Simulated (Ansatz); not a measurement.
acetone (C₃H₆O), singlet, at a GFN2-xTB geometry; HF/6-311G** (Ansatz, a quantum-chemistry and plane-wave program).

Ansatz was given this input:
Ansatz 0.2 input:
```yaml
crystal:
  periodic: [false, false, false]
  atoms:
    - {symbol: O, position_ang: [-0.00202356, 0.00502782, 1.40163302]}
    - {symbol: C, position_ang: [-0.00028613, 0.00071094, 0.19819253]}
    - {symbol: C, position_ang: [-0.00598572, 1.26596943, -0.62421820]}
    - {symbol: C, position_ang: [0.00777494, -1.27041500, -0.61510003]}
    - {symbol: H, position_ang: [0.00018810, 2.13672408, 0.02569315]}
    - {symbol: H, position_ang: [-0.00028442, -2.13648476, 0.04102096]}
    - {symbol: H, position_ang: [-0.89240581, 1.29081337, -1.25420279]}
    - {symbol: H, position_ang: [0.86770223, 1.28962202, -1.27163889]}
    - {symbol: H, position_ang: [0.89601009, -1.29976872, -1.24232811]}
    - {symbol: H, position_ang: [-0.86404026, -1.29872071, -1.26485435]}
basis:
  gaussian:
    orbitals: 6-311G__.json
    fitting: {mean_field: cc-pVTZ-JKFIT}
hamiltonian:
  xc: hf
```
The basis file holds 6-311G** in the JSON format of the Basis Set Exchange.

The log (banner, timings and long lists left out):

```
Functional definition: HF
496 factors; integrals over basis functions are off by at most 1.7e-1 eV
mean field evaluation 1: about -5221.3151 eV, gradient 3.9e1 eV
mean field evaluation 2: about -5223.8883 eV, gradient 2.5e1 eV
mean field evaluation 4: about -5224.9085 eV, gradient 1.8e0 eV
mean field evaluation 8: about -5224.9218 eV, gradient 2.1e-5 eV
mean field -5224.92180593 eV, -192.0123347886 hartree, gradient 2.1e-5 eV, S^2 0.000000; 0 other end points of the search recorded, 0 dependent functions left out
reference -5224.92180593 eV, -192.0123347886 hartree; 16, 16 occupied and 92, 92 virtual orbitals, 496 factors
Total energy: -5224.92180593 eV, -192.0123347886 hartree
```
